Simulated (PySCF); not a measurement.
# C₆ coefficients of unlike pairs at UHF

Calculated with PySCF 2.14 from the dipole response of each species, C₆(A,B) = (3/π) ∫ α_A(iu) α_B(iu) du, in atomic units, from isotropic polarisabilities. For ions this is the dispersion term alone; charge-induced terms of lower order in 1/R come first.

| species | configuration | basis | relativity | α (bohr³) | C₆ (like pair) |
| --- | --- | --- | --- | --- | --- |
| V⁺ | [Ar] 3d4 (5D) | aug-cc-pVDZ (7s6p4d2f) | none | 11.48 | 40.82 |
| Sn | [Kr] 4d10 5s2 5p2 (3P) | aug-cc-pwCVQZ-PP with ECP28MDF (10s10p8d6f4g1h) | core potential | 57.17 | 637.0 |
| Nb²⁺ | [Kr] 4d3 (4F) | def2-QZVPPD with the def2 core potential (28 electrons) (7s5p4d3f2g) | core potential | 10.18 | 53.12 |
| Cd | [Kr] 4d10 5s2 (1S) | aug-cc-pV5Z-PP with ECP28MDF (8s8p7d5f4g3h2i) | core potential | 63.87 | 615.8 |

Task: Estimate C₆ for Sn with V⁺.

Result: The integral gives 154.8. The combination rule 2 C_A C_B / (C_A α_B/α_A + C_B α_A/α_B) gives 157.0 and the geometric mean 161.3.

No spin-orbit coupling is included.

The other pairs:

| pair | C₆ |
| --- | --- |
| Cd, Sn | 622.4 |
| Cd, Nb²⁺ | 158.2 |
| Cd, V⁺ | 148.8 |
| Nb²⁺, Sn | 166.9 |
| Nb²⁺, V⁺ | 45.98 |
